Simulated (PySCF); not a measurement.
CSe₂, SMILES [Se]=C=[Se]. Atoms are numbered in the order given.

```xyz
3

Se     0.0000     0.0000     1.6827
C      0.0000     0.0000     0.0000
Se     0.0000     0.0000    -1.6827
```

Coordinates come from a ωB97X-D3(BJ)/def2-TZVP optimisation.

Two levels are set side by side: PBE/pcSseg-2 (PySCF) and B3LYP/pcSseg-2 (PySCF). GIAO shifts against Me2Se (⁷⁷Se), TMS (¹³C) at the same level; non-relativistic, no solvent, atoms listed together averaged. Differences are taken from unrounded values.

```tsv
quantity	B3LYP
δ(⁷⁷Se) of Se1, Se3 (ppm)	134.1
δ(¹³C) of C2 (ppm)	260.3
```

Problem. What does PBE give, and how far is it from B3LYP? (Estimate from the structure and the level; the computed values follow.)

Solution. 
| quantity | PBE | PBE minus B3LYP |
|---|---|---|
| δ(⁷⁷Se) of Se1, Se3 (ppm) | 107.6 | -26.4 |
| δ(¹³C) of C2 (ppm) | 234.8 | -25.5 |

Rough cost on one machine, each run with all the roots and properties that it gave: B3LYP against PBE within a factor of 2.
